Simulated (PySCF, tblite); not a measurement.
Isomers of C5H10F3O2P. Computed with GFN2-xTB (tblite): harmonic, unscaled wavenumbers at the GFN2-xTB geometry, gas phase. This tight-binding method is rough: wavenumbers can miss measured ones by several per cent, in bad cases by 10 to 20. One conformer each.

Electronic energies: PBE0/pcSseg-1 single points on the GFN2-xTB geometries (PySCF, gas phase).

| SMILES | electronic energy, lowest = 0 (kcal/mol) |
| --- | --- |
| C[P@@](=O)(CCCO)C(F)(F)F | 38.7 |
| CC(C)[P@@](=O)(O)CC(F)(F)F | 3.9 |
| COCC[P@](C)(=O)C(F)(F)F | 47.7 |
| CC[P@@](=O)(O)CCC(F)(F)F | 0.0 |

How do GFN2-xTB zero-point energies change the relative energies?

| SMILES | ZPE (kcal/mol) | of it from modes above 1550 cm⁻¹ | electronic (kcal/mol) | with ZPE, lowest = 0 (kcal/mol) | lowest mode (cm⁻¹) | rings |
| --- | --- | --- | --- | --- | --- | --- |
| CC[P@@](=O)(O)CCC(F)(F)F | 95.6 | 43.7 | 0.0 | 0.0 | 33 | 0 |
| CC(C)[P@@](=O)(O)CC(F)(F)F | 95.4 | 43.9 | 3.9 | 3.7 | 12i | 0 |
| C[P@@](=O)(CCCO)C(F)(F)F | 95.6 | 43.4 | 38.7 | 38.7 | 52 | 0 |
| COCC[P@](C)(=O)C(F)(F)F | 94.9 | 42.5 | 47.7 | 47.0 | 46 | 0 |

The zero-point energies span 0.7 kcal/mol, from `COCC[P@](C)(=O)C(F)(F)F` to `C[P@@](=O)(CCCO)C(F)(F)F`. Slightly imaginary modes are left out of the zero-point energy: `CC(C)[P@@](=O)(O)CC(F)(F)F` 12.3i cm⁻¹. The order is unchanged.

And how do the electronic energies of GFN2-xTB itself compare?

`CC[P@@](=O)(O)CCC(F)(F)F` 0.0; `CC(C)[P@@](=O)(O)CC(F)(F)F` 0.0; `C[P@@](=O)(CCCO)C(F)(F)F` 30.7; `COCC[P@](C)(=O)C(F)(F)F` 35.8 kcal/mol, lowest = 0. Against the energies above, taken from the same isomer `CC[P@@](=O)(O)CCC(F)(F)F`, the largest difference is 11.9 kcal/mol.

What do entropy and thermal enthalpy add at 298.15 K and 1 bar (rigid rotor, harmonic oscillator, one conformer each)?

```json
{"SMILES": "CC[P@@](=O)(O)CCC(F)(F)F", "point group": "C1", "symmetry number": "1", "S (cal/(mol K))": "114.8", "H − H(0) (kcal/mol)": "8.87", "ZPE + H − H(0) − TS (kcal/mol)": "70.2"}
{"SMILES": "C[P@@](=O)(CCCO)C(F)(F)F", "point group": "C1", "symmetry number": "1", "S (cal/(mol K))": "113.0", "H − H(0) (kcal/mol)": "8.84", "ZPE + H − H(0) − TS (kcal/mol)": "70.7"}
{"SMILES": "COCC[P@](C)(=O)C(F)(F)F", "point group": "C1", "symmetry number": "1", "S (cal/(mol K))": "114.2", "H − H(0) (kcal/mol)": "9.03", "ZPE + H − H(0) − TS (kcal/mol)": "69.9"}
```

Not tabulated: `CC(C)[P@@](=O)(O)CC(F)(F)F` (lowest mode only 12i cm⁻¹).
